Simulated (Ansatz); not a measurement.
Molecule: sum formula SiNH$_{2}$Br$_{3}$, net charge 0, singlet state. 
Coordinates optimised at B3LYP-D3(BJ)/def2-TZVP (Ansatz, a program for electronic structure):
```
Si
N 1 1.6892
H 2 1.0080 1 120.73
H 2 1.0080 3 112.99 1 -153.88
Br 1 2.2154 2 107.85 3 164.41
Br 1 2.2154 2 107.85 3 43.72
Br 1 2.2308 2 115.05 3 -75.93
```

Property: vertical ionisation energy (to the doublet state of charge +1; each state is the SCF solution reached for its spin; for the doublet T1 is 0.046), in eV. Correlated levels leave the core frozen unless marked. UHF or UKS for open shells. Spin-orbit coupling is left out. Frozen are the shells of the preceding noble gas and the d and f shells that filled before the atom's block. No relativistic terms. CBS(X,Y): correlation extrapolated as X^-3; Hartree-Fock from the larger set.

CCSD(T)/CBS(def2-TZVPPD,def2-QZVPPD) (Ansatz) gives 10.57 eV.

Another calculation gave 10.21 eV. Which level was it?
A. B2PLYP/def2-TZVPD (Ansatz)
B. wB97X-V/def2-TZVPD (Ansatz)
C. B3LYP/def2-TZVPD (Ansatz)
D. PBE/def2-TZVPD (Ansatz)

A, B2PLYP/def2-TZVPD (Ansatz). The others give 10.48 (wB97X-V), 9.45 (PBE), 9.89 (B3LYP) eV.
